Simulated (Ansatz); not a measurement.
Coupled-cluster diagnostics for trans-PdH2(NH3)2 (PdN2H8), Ansatz.

Geometry of the singlet (r2SCAN-D4/def2-SVP):

```xyz
11

N     0.838   -1.695   -0.801
N    -0.837    1.694    0.802
Pd    0.003    0.000    0.003
H     1.318    0.173    0.984
H     0.134   -2.327   -1.179
H     1.399   -2.199   -0.114
H     1.460   -1.428   -1.567
H    -1.313   -0.172   -0.979
H    -1.531    1.425    1.502
H    -1.321    2.239    0.089
H    -0.148    2.290    1.259
```

In the def2 sets Pd takes a core potential; there is no spin–orbit coupling. Correlated methods freeze 2 core orbitals; core or outer-core shells of Pd are correlated, in sets that lack core-valence functions. Another isomer (singlet) lies 0.51 eV lower at PBE0-D4/def2-TZVP; other spin states weren't run for this one.

Problem. Estimate the CCSD(T) correlation energy, the shares of MP2 and (T), T1 and the reference's ⟨S²⟩ for: charge 0, singlet, own geometry in def2-TZVP; and the rough time on 2 threads of Intel Xeon Platinum 8375C on a shared host.

Solution. 
```
                          state      basis  correlation (eV)  MP2 share (%)  (T) share (%)     T1  ⟨S²⟩ (pure)  wall time
charge 0, singlet, own geometry  def2-TZVP           -28.263           96.9            3.3  0.020  0.00 (0.00)       41 s
```
Customary marks for T1 are 0.02 (closed shells), 0.045 (open shells) and about 0.05 (3d metals). T1 stays under 0.02 throughout.
